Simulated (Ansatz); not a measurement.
Two isomers of CH5BN2O: A = `C=NB(N)O`, B = `N=C(O)BN`.

Calculated with Ansatz (gas phase, PBE0-D4/def2-TZVP geometries, no zero-point term in ΔE). CCSD(T)/CBS adds triple-zeta CCSD(T) − MP2 to the extrapolated MP2 energy (def2 sets, frozen cores). DFT in def2-TZVPP. B3LYP here is the variant with VWN-RPA as its local correlation; programs differ in this. Each species was taken in one conformer, which may not be the lowest.

(1) Which is lower in electronic energy at CCSD(T)/CBS, and by how much? (Estimate.)

(2) Give E(B) − E(A) in kcal/mol with r2SCAN-D4, ωB97M-V, B3LYP, PBE0-D4, B2PLYP, CCSD(T)/def2-SVP, HF/def2-TZVPP. (An estimate is asked.)

(3) Does the order hold for the free energy at 298.15 K (harmonic terms from PBE0-D4)? (Estimate.)

Largest T1 diagnostic: 0.014.

## Answers

(1) The calculation gave: A, by 33.8 kcal/mol.

(2) Computed: r2SCAN-D4 31.6, ωB97M-V 32.8, B3LYP 33.2, PBE0-D4 31.5, B2PLYP 33.6, CCSD(T)/def2-SVP 34.5, HF/def2-TZVPP 37.6. None reverses the order clearly.

(3) The calculation gave: Yes: G(B) − G(A) = +34.8 kcal/mol, for one conformer each. Modes under 60 cm⁻¹, often nearly free rotors, make the harmonic entropy too high.

From PBE to PBE0 (25 % exact exchange), in def2-TZVPP and without D4, E(B) − E(A) moves by +2.0 kcal/mol. At CCSD(T), def2-SVP lies +0.8 kcal/mol from the extrapolated value and def2-TZVPP −0.2 kcal/mol.
